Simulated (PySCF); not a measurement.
C5H5FO.
Numbering: `[CH:1]#[C:2][C@@H:3]([F:4])[C@H:5]1[CH2:6][O:7]1`

Geometry (GFN2-xTB, Å), atoms numbered from 1 in this order:
```
atom  x, y, z in Å
C1     2.334    0.623    0.544
C2     1.423   -0.044    0.147
C3     0.321   -0.875   -0.302
F4     0.396   -2.129    0.288
C5    -1.049   -0.294    0.031
C6    -1.242    0.695    1.093
O7    -1.282    1.045   -0.262
H8     3.135    1.217    0.869
H9     0.400   -1.044   -1.387
H10   -1.862   -0.980   -0.200
H11   -2.190    0.731    1.617
H12   -0.381    1.053    1.643
```

NICS is the negative of the GIAO shielding at a point without a nucleus: at the ring centre (0) and 1 Å above and below it (1); zz is the component along the ring normal. Level: GIAO PBE0/pcSseg-1 (PySCF, non-relativistic, gas phase) on the GFN2-xTB geometry, one conformer.

Ring bond lengths (Å), with Mayer bond orders in brackets: C5–C6 1.464 (1.03), C6–O7 1.400 (0.93), O7–C5 1.391 (0.93).

Question: Give the NICS values of each ring in ppm.

Answer: 
```csv
ring,type,NICS(0),"NICS(1), two faces","NICS(1)zz, two faces",rms pucker (Å),"centre to ring atoms, mean (Å)"
C5–C6–O7,3-membered ring with O; formal bonds all single,-47.1,-6.1 / -7.2,-23.2 / -25.2,0.00,0.82
```

Question: What can be read from them?

Answer: 
- C5–C6–O7: mean NICS(1)zz -24.2 ppm, shielded. C5, C6 have four or more neighbours, so the value isn't read as a sign of a π ring current. A hydrogen on C5, outside the ring, lies only 1.41 Å from a NICS(1) probe, which then mostly feels that atom. NICS(0) lies 40 ppm below the mean NICS(1).

Question: What are the shieldings of the ring atoms and their hydrogens in the same run (means over atoms taken as equivalent)?

Answer: 
```csv
atoms,environment,σ isotropic (ppm),"principal values of the symmetric part, first atom (ppm)"
C5,sp3 carbon bound to oxygen,138.2,"82.0, 147.2, 185.5"
C6,sp3 carbon bound to oxygen,144.8,"95.8, 156.0, 182.5"
O7,epoxide oxygen,324.1,"165.8, 382.5, 424.1"
H10,methine hydrogen,28.74,"22.3, 27.0, 36.9"
H11,methylene hydrogen,29.11,"23.5, 26.0, 37.9"
H12,methylene hydrogen,28.62,"22.4, 28.3, 35.2"
```
